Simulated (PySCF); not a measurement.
Co(CH3)2 holds Co(II), d7, at total charge 0. The structure is a PBE0-D3(BJ)/def2-TZVP geometry optimised for multiplicity 4; coordination linear, point group D3d, metal–donor distances 1.99 Å.

Method (PySCF 2.14, density fitting): CASSCF(7,5) with orbitals averaged over all microstates of the shell, strongly contracted NEVPT2 on the averaged canonical orbitals; basis x2c-TZVPall on the metal, x2c-SVPall elsewhere; spin-free X2C; gas phase; spin-orbit coupling by state interaction with the mean-field operator over all roots.

CASSCF energies above the lowest CASSCF root:

```json
{"state": "4A2g", "CASSCF / cm⁻¹": "0"}
{"state": "4A1g", "CASSCF / cm⁻¹": "47"}
{"state": "4Eg", "CASSCF / cm⁻¹": "1342"}
{"state": "4A2g", "CASSCF / cm⁻¹": "1648"}
{"state": "4Eg", "CASSCF / cm⁻¹": "1794"}
{"state": "4A2g", "CASSCF / cm⁻¹": "16692"}
{"state": "2Eg", "CASSCF / cm⁻¹": "18016"}
{"state": "2A2g", "CASSCF / cm⁻¹": "18018"}
{"state": "2A1g", "CASSCF / cm⁻¹": "18034"}
{"state": "2Eg", "CASSCF / cm⁻¹": "18339"}
{"state": "2A1g", "CASSCF / cm⁻¹": "18751"}
{"state": "4Eg", "CASSCF / cm⁻¹": "20012"}
{"state": "2Eg", "CASSCF / cm⁻¹": "20276"}
{"state": "2A2g", "CASSCF / cm⁻¹": "21705"}
{"state": "2Eg", "CASSCF / cm⁻¹": "22133"}
{"state": "2Eg", "CASSCF / cm⁻¹": "23822"}
{"state": "2Eg", "CASSCF / cm⁻¹": "24163"}
{"state": "2A2g", "CASSCF / cm⁻¹": "25000"}
{"state": "2A1g", "CASSCF / cm⁻¹": "25000"}
{"state": "2Eg", "CASSCF / cm⁻¹": "25558"}
{"state": "2A2g", "CASSCF / cm⁻¹": "26069"}
{"state": "2Eg", "CASSCF / cm⁻¹": "26370"}
```

Q: How does dynamic correlation (SC-NEVPT2) move these states?

A: 
```csv
state,NEVPT2 / cm⁻¹,shift / cm⁻¹
4A2g,0,0
4A1g,82,+35
4Eg,2122,+780
4A2g,1564,-84
4Eg,2068,+274
4A2g,13316,-3376
2Eg,15816,-2199
2A2g,16920,-1098
2A1g,16953,-1081
2Eg,16944,-1395
2A1g,17681,-1070
4Eg,17773,-2240
2Eg,19824,-453
2A2g,19563,-2142
2Eg,19120,-3012
2Eg,22059,-1763
2Eg,21283,-2880
2A2g,23463,-1537
2A1g,23467,-1534
2Eg,22618,-2941
2A2g,22862,-3206
2Eg,25023,-1347
```

4A1g (82 cm⁻¹) lies within 300 cm⁻¹ of 4A2g at NEVPT2 level, inside the method's error: their order is undecided. Gaps between spin states lean to high spin in this active space.
